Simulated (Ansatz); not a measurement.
CH5ClGeOSi, SMILES `[CH3][Ge]1([Cl])[O][SiH2]1`. Total charge 0; spin multiplicity 1. The geometry is a stationary point of PBE0-D4/def2-TZVP.

```xyz
10

C     0.780    1.669   -0.054
Ge    0.462   -0.231   -0.250
Cl    2.379   -1.213   -0.083
O    -0.619   -0.818    1.177
Si   -1.408   -1.497   -0.104
H     1.248    1.830    0.918
H    -0.168    2.204   -0.103
H     1.446    2.017   -0.842
H    -2.769   -0.989   -0.411
H    -1.352   -2.972   -0.248
```

Question: What is the dipole moment at ωB97M-V/def2-TZVPP? (Estimate.)

Answer: The calculation gave: 2.80 D, with components (-1.70, 1.45, -1.68) D in this frame, pointing from negative to positive charge.

Question: And with PBE, r2SCAN, B3LYP? (Estimate.)

Answer: Computed: PBE 2.57 D, r2SCAN 2.68 D, B3LYP 2.77 D.

Question: Give the Mulliken charges with ωB97M-V, r2SCAN, B3LYP in def2-TZVPP. (An estimate is asked.)

Answer: The calculation gave: 
```csv
atom,ωB97M-V,r2SCAN,B3LYP
C1,-0.39,-0.24,-0.34
Ge2,0.45,0.48,0.52
Cl3,-0.29,-0.33,-0.32
O4,-0.49,-0.50,-0.50
Si5,0.33,0.44,0.39
H6,0.15,0.10,0.13
H7,0.13,0.09,0.12
H8,0.14,0.09,0.12
H9,-0.02,-0.07,-0.06
H10,-0.01,-0.06,-0.05
```

B3LYP here is the variant with VWN-RPA as its local correlation; programs differ in this.
